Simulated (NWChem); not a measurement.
# Relativistic effects in Cl₃In

```xyz
4

In     0.0000     0.0000     0.0000
Cl     0.0000     0.0000     2.3209
Cl    -2.0100     0.0000    -1.1604
Cl     2.0100     0.0000    -1.1604
```
Charge 0, spin multiplicity 1.

Everything below was run with NWChem. The geometry was optimised at PBE0/def2-SVP with def2 effective core potentials on In, a minimum by its harmonic frequencies.

Functional B3LYP, all-electron basis x2c-SVPall-2c, contracted for the X2C Hamiltonian and used here with ZORA. The ion keeps the geometry and has multiplicity 2 in the scalar run; the spin-orbit run starts from the same electron counts.

The cost column gives rough processor time relative to scalar ZORA; each entry includes its own SCF.

B3LYP has NWChem's definition, with VWN1-RPA local correlation. The structure started from a generated list of species. No SCF solution was tested for a lower state.

```tsv
Hamiltonian	ΔSCF ionisation energy (eV)	HOMO (eV)	LUMO (eV)	gap (eV)	relative cost
scalar ZORA	11.15	-8.90	-3.22	5.67	1
spin-orbit ZORA	?	?	?	?	under 3
```

**Question.** Complete the blanks.

**Answer.** 
- spin-orbit ZORA, ΔSCF ionisation energy (eV): 11.14
- spin-orbit ZORA, HOMO (eV): -8.89
- spin-orbit ZORA, LUMO (eV): -3.22
- spin-orbit ZORA, gap (eV): 5.67
